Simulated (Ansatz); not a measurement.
Relaxation of C2H7ClN2Si (13 atoms, charge 0, multiplicity 1), to a largest force component of 0.015 eV/Å in at most 40 steps.

Level of theory: RKS B3LYP-D4/STO-3G in Ansatz.

```xyz
13
Properties=species:S:1:pos:R:3
C -1.782 -1.560 -0.191
N -0.881 -0.705 -0.493
C 0.109 -0.573 0.554
Si 1.101 1.094 0.409
N 1.207 1.521 -1.246
Cl -0.070 2.546 1.355
H -1.864 -2.076 0.748
H -2.607 -1.663 -0.932
H 0.883 -1.359 0.488
H -0.291 -0.656 1.595
H 2.361 1.036 1.051
H 1.645 0.752 -1.704
H 0.210 1.609 -1.620
```

Task: Where does it end, and by what steps?

Result: The run converged. Limits of this set-up: minimal basis. After 34 steps the energy has fallen by 0.828 eV; H12 moved furthest, 1.35 Å.

```json
{"step": "0", "energy less start (eV)": "0.0000", "largest force component (eV/Å)": "3.129", "accepted": "yes"}
{"step": "2", "energy less start (eV)": "-0.4647", "largest force component (eV/Å)": "1.563", "accepted": "yes"}
{"step": "4", "energy less start (eV)": "-0.5860", "largest force component (eV/Å)": "0.473", "accepted": "yes"}
{"step": "6", "energy less start (eV)": "-0.5742", "largest force component (eV/Å)": "1.472", "accepted": "no"}
{"step": "8", "energy less start (eV)": "-0.6402", "largest force component (eV/Å)": "0.177", "accepted": "yes"}
{"step": "10", "energy less start (eV)": "-0.6595", "largest force component (eV/Å)": "0.346", "accepted": "yes"}
{"step": "12", "energy less start (eV)": "-0.6677", "largest force component (eV/Å)": "0.521", "accepted": "yes"}
{"step": "14", "energy less start (eV)": "-0.6695", "largest force component (eV/Å)": "1.195", "accepted": "no"}
{"step": "16", "energy less start (eV)": "-0.7135", "largest force component (eV/Å)": "0.297", "accepted": "yes"}
{"step": "18", "energy less start (eV)": "-0.7334", "largest force component (eV/Å)": "0.278", "accepted": "yes"}
{"step": "20", "energy less start (eV)": "-0.7572", "largest force component (eV/Å)": "0.958", "accepted": "yes"}
{"step": "22", "energy less start (eV)": "-0.7958", "largest force component (eV/Å)": "0.482", "accepted": "yes"}
{"step": "24", "energy less start (eV)": "-0.8145", "largest force component (eV/Å)": "0.196", "accepted": "yes"}
{"step": "26", "energy less start (eV)": "-0.8224", "largest force component (eV/Å)": "0.125", "accepted": "yes"}
{"step": "28", "energy less start (eV)": "-0.8267", "largest force component (eV/Å)": "0.050", "accepted": "yes"}
{"step": "30", "energy less start (eV)": "-0.8278", "largest force component (eV/Å)": "0.032", "accepted": "yes"}
{"step": "32", "energy less start (eV)": "-0.8282", "largest force component (eV/Å)": "0.027", "accepted": "yes"}
{"step": "34", "energy less start (eV)": "-0.8284", "largest force component (eV/Å)": "0.008", "accepted": "yes"}
```

```xyz
13
Properties=species:S:1:pos:R:3
C -1.944 -1.204 0.005
N -0.750 -1.065 -0.514
C 0.346 -0.873 0.534
Si 0.972 0.901 0.357
N 1.376 1.141 -1.301
Cl -0.617 2.142 1.059
H -2.180 -1.216 1.088
H -2.800 -1.321 -0.683
H 1.165 -1.571 0.283
H 0.005 -1.084 1.564
H 2.108 1.222 1.193
H 1.677 2.095 -1.590
H 0.662 0.798 -1.979
```

Whether the end is a true minimum wasn't checked by a vibrational analysis.

Run time: 2 min on 1 thread of Intel(R) Xeon(R) Platinum 8488C (Sapphire Rapids) (shared host), peak memory 0.16 GiB.
